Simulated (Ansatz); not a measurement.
C$_{3}$H$_{4}$AlNO, SMILES `C=[N][Al]1[O][C]1=C`, 10 atoms. Charge 0, multiplicity 1. All runs use 4 threads of an Intel Xeon 6975P-C on a shared host. Correlated methods freeze the cores.

Give the basis size and wall time and peak host memory of each of these runs in Ansatz. RKS PBE-QIDH (frozen core)/def2-TZVPP energy; RKS r2SCAN-D4/def2-TZVPP energy and forces; RKS r2SCANh-D4/def2-TZVPP energy; RKS ωB97M-V/def2-QZVPP energy; RKS PBE0-D4/def2-QZVPP energy; RKS ωB97M-V/def2-SVP energy; direct RPA on PBE orbitals/def2-TZVPP energy; RHF-CCSD(T)/def2-SVP energy; RHF-CCSD(T)/def2-TZVPP energy; RHF-MP2/def2-QZVPP energy; RKS revPBE-D4/def2-TZVPP energy; RKS PBE0-D4/def2-TZVP relaxation (13 steps). (Estimate.)

The calculation gave: Other jobs shared the machine, so times are rough.

| level | job | functions | wall time | peak host memory (GiB) |
| --- | --- | --- | --- | --- |
| RKS revPBE-D4/def2-TZVPP | energy | 253 | 1.1 s | 0.31 |
| RKS ωB97M-V/def2-SVP | energy | 108 | 1.8 s | 0.34 |
| RKS r2SCAN-D4/def2-TZVPP | energy and forces | 253 | 2.1 s | 0.34 |
| RKS r2SCANh-D4/def2-TZVPP | energy | 253 | 2.5 s | 0.61 |
| RHF-CCSD(T)/def2-SVP | energy | 108 | 2.8 s | 0.52 |
| RKS PBE-QIDH (frozen core)/def2-TZVPP | energy | 253 | 3.1 s | 0.64 |
| direct RPA on PBE orbitals/def2-TZVPP | energy | 253 | 3.6 s | 0.63 |
| RKS PBE0-D4/def2-QZVPP | energy | 475 | 4.3 s | 1.5 |
| RKS ωB97M-V/def2-QZVPP | energy | 475 | 9 s | 1.9 |
| RHF-MP2/def2-QZVPP | energy | 475 | 13 s | 2.6 |
| RKS PBE0-D4/def2-TZVP | relaxation (13 steps) | 216 | 25 s | 0.57 |
| RHF-CCSD(T)/def2-TZVPP | energy | 253 | 42 s | 6 |
